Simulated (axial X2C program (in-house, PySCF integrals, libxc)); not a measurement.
**What spin–orbit coupling does to NbS**

Computed with an in-house all-electron X2C program for linear molecules (integrals from PySCF). Spin-free means the one-electron spin-free X2C Hamiltonian; two-component (2c) means X2C with spin–orbit coupling and atomic mean-field two-electron Coulomb and Gaunt terms, so the difference of the two also holds small scalar two-electron terms. Basis: Nb dyall-cv3z [11s12p9d5f3g], S dyall-av3z [9s8p3d2f] (cores contracted in-house); Gaussian nuclei, density fitting, unrestricted open shells. Masses: Nb 92.906 u, S 31.972 u.

Spin-free state: M_S = 3/2, Λ = 0 (beyond evenly filled blocks: σα, δ+α, δ-α); fragments Nb + S.

```json
{"level": "PBE0", "Re (Å)": "2.123", "ωe (cm⁻¹)": "555.6", "De (eV)": "5.245", "μ (D)": "-4.70"}
{"level": "BHandHLYP", "Re (Å)": "2.128", "ωe (cm⁻¹)": "560.3", "De (eV)": "4.743", "μ (D)": "-5.42"}
```

Dipoles are positive if S is the positive end.

Two-component determinant lowest at the distance of the search:

Ω = 3/2 (⟨Sz⟩ = 1.50, ⟨Lz⟩ = 0.00 at PBE0); fragments Nb + S.

| level | Re (Å) | ωe (cm⁻¹) | μ (D) |
| --- | --- | --- | --- |
| PBE0 | 2.122 | 555.4 | -4.69 |
| BHandHLYP | 2.128 | 559.9 | -5.41 |

(1) From the two tables, how do the constants change at the PBE0 level (2c against spin-free)?

The state is a single determinant with fixed occupations, the lowest that a limited PBE0 search found. De is counted from the lowest determinant-based energies of the atoms at the same level, without counterpoise correction. De is not given where an atomic determinant may have missed its ground term or J level, or where the truncated virtual space spoils (T). Density functionals use the spin component along the axis (collinear). Without a current term, density functionals place determinants with orbital angular momentum somewhat too high. With several unpaired electrons one determinant need not be a pure state. This is the top spin component of a Σ state; components of lower Ω are not single determinants and can lie lower. The determinant is spin-polarised beyond a pure state at some levels (its spin-free form has ⟨S²⟩ too high), which makes Re and μ there less reliable.

## Answers

(1) At the PBE0 level Re is unchanged within 0.001 Å and ωe stays the same within 0.2 cm⁻¹.
